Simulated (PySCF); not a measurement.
## Excitation energy of As⁺ by level of theory

As⁺ [Ar] 3d10 4s2 4p2 (3P) → As⁺ [Ar] 3d10 4s2 4p1 5s1 (3P), as a difference of total energies. All numbers are calculated (PySCF 2.14, scalar relativity by spin-free X2C-1e, in aug-cc-pVQZ-DK (8s7p5d3f2g, 93 functions)). Correlated levels: valence: [Ar] 3d10 frozen. The calculations carry no spin-orbit coupling.

```json
{"method": "UHF", "excitation energy (eV)": "9.551"}
{"method": "MP2 (valence)", "excitation energy (eV)": "9.676"}
{"method": "SCS-MP2 (valence)", "excitation energy (eV)": "9.667"}
{"method": "CCSD (valence)", "excitation energy (eV)": "9.665"}
{"method": "CCSD(T) (valence)", "excitation energy (eV)": "9.666"}
```

Question: How much does correlation contribute at CCSD(T) (valence)?

Answer: 9.666 − (9.551) = 0.115 eV, measured against UHF.

A first-order spin-orbit estimate (lowest level to lowest level, LS coupling) adds -0.026 eV.

The promoted electron is Rydberg-like, and one or two diffuse shells describe it only roughly, which tends to raise the upper state.
